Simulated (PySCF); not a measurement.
Rh (rhodium, neutral): UHF calculation

Configuration: [Kr] 4d7 5s1 5p1, one real determinant (an excited configuration). Computed with PySCF 2.14 in x2c-TZVPPall with one added diffuse shell each of s, p, d, f type (9s7p7d3f1g, 95 functions), with the spin-free X2C one-electron Hamiltonian (Gaussian nucleus).

```
Total energy                                                  : -4781.084142 hartree
One-electron energy                                           : -6586.9837 hartree
Hartree (Coulomb) energy                                      : 1943.4616 hartree
Exchange energy                                               : -137.5621 hartree
⟨S²⟩                                                          : 8.7543
⟨L²⟩                                                          : 13.982
Sum of ⟨r⟩                                                    : 34.02 bohr
Sum of ⟨r²⟩                                                   : 64.09 bohr²
Traceless quadrupole moment −½Σ⟨3z² − r²⟩ along its main axis : -9.21 e·bohr²
Langevin diamagnetic susceptibility                           : -50.8 ×10⁻⁶ cm³/mol
```

| shell | electrons | mean orbital energy (eV) | spread (eV) | rms radius, mean of both spins (bohr) |
| --- | --- | --- | --- | --- |
| 1s α | 1 | -23346.8 | 0 | 0.0374 |
| 1s β | 1 | -23346.8 | 0 | 0.0374 |
| 2s α | 1 | -3471.6 | 0 | 0.154 |
| 2s β | 1 | -3470.7 | 0 | 0.154 |
| 2p α | 3 | -3106.4 | 0.087 | 0.137 |
| 2p β | 3 | -3105.5 | 0.043 | 0.137 |
| 3s α | 1 | -660.25 | 0 | 0.415 |
| 3s β | 1 | -659.68 | 0 | 0.415 |
| 3p α | 3 | -536.85 | 0.160 | 0.419 |
| 3p β | 3 | -536.25 | 0.067 | 0.419 |
| 3d α | 5 | -339.50 | 0.379 | 0.403 |
| 3d β | 5 | -338.26 | 1.230 | 0.403 |
| 4s α | 1 | -109.06 | 0 | 1.05 |
| 4s β | 1 | -103.67 | 0 | 1.05 |
| 4p α | 3 | -72.027 | 0.379 | 1.16 |
| 4p β | 3 | -65.388 | 0.599 | 1.16 |
| 4d α | 5 | -17.834 | 1.276 | 1.61 |
| 4d β | 2 | -15.143 | 0.199 | 1.61 |
| 5s α | 1 | -9.863 | 0 | 3.37 |
| 5p α | 1 | -4.986 | 0 | 4.59 |

⟨L²⟩ = 13.98 against 20 for a pure G term, so this real determinant mixes terms.

Densities and radii are taken from the X2C orbitals without a picture-change correction, which distorts them close to the nucleus.

Spin-orbit constants ζ (cm⁻¹) from the X2C one-electron operator on these orbitals: bare nucleus, nucleus screened by l(l+1)(2l+1)/3 electrons, and screened by the Breit-Pauli mean field of the electrons.

| shell | bare | screened nucleus | mean field |
| --- | --- | --- | --- |
| 2p | 782000 | 747200 | n/a |
| 3p | 136400 | 130300 | n/a |
| 3d | 19780 | 15380 | n/a |
| 4p | 19960 | 19070 | n/a |
| 4d | 1708 | 1329 | n/a |
| 5p | 930.3 | 889.0 | n/a |

To first order the Landé constant is A = -154.9 cm⁻¹, so the lowest level has J = 13/2 and lies 0.192 eV below the centre of the term. This holds in LS coupling only.
